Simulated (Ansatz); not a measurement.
One change: `[Cl][Ge]([Cl])([Br])[Br]` becomes `[Cl][Ge]([Cl])([Cl])[Br]`.

Ansatz, PBE0-D4/def2-TZVP geometries, multiplicity 1. 

Scalar relativity is left out up to krypton. Spin–orbit coupling is left out; it splits and shifts lone-pair levels of the heavy atoms by tenths of an eV.

```csv
property,`[Cl][Ge]([Cl])([Br])[Br]`
LUMO energy (PBE0/def2-TZVPP) / eV,-2.58
LUMO energy (B3LYP/def2-TZVPP) / eV,-2.88
HOMO energy (ωB97M-V/def2-TZVPP) / eV,-11.16
size of the dipole moment (ωB97M-V/def2-TZVPP) / D,0.33
HOMO energy (PBE/def2-TZVPP) / eV,-7.64
HOMO–LUMO gap (ωB97M-V/def2-TZVPP) / eV,10.58
```

Task: Give the same properties after the change, and the shifts. (Best estimate.)

Result: Ansatz gave: 
```json
{"property": "LUMO energy (PBE0/def2-TZVPP) / eV", "`[Cl][Ge]([Cl])([Cl])[Br]`": "-2.42", "shift": "0.16"}
{"property": "LUMO energy (B3LYP/def2-TZVPP) / eV", "`[Cl][Ge]([Cl])([Cl])[Br]`": "-2.72", "shift": "0.16"}
{"property": "HOMO energy (ωB97M-V/def2-TZVPP) / eV", "`[Cl][Ge]([Cl])([Cl])[Br]`": "-11.41", "shift": "-0.25"}
{"property": "size of the dipole moment (ωB97M-V/def2-TZVPP) / D", "`[Cl][Ge]([Cl])([Cl])[Br]`": "0.30", "shift": "-0.03"}
{"property": "HOMO energy (PBE/def2-TZVPP) / eV", "`[Cl][Ge]([Cl])([Cl])[Br]`": "-7.83", "shift": "-0.19"}
{"property": "HOMO–LUMO gap (ωB97M-V/def2-TZVPP) / eV", "`[Cl][Ge]([Cl])([Cl])[Br]`": "11.04", "shift": "0.46"}
```

With PBE0 the HOMO falls by 0.23 eV and the LUMO rises by 0.16 eV, so the gap widens by about 0.39 eV. PBE moves the HOMO by -0.19 eV and ωB97M-V by -0.25 eV. Dipoles are sizes alone; their direction can turn.

B3LYP here is the variant with VWN-RPA as its local correlation; programs differ in this.
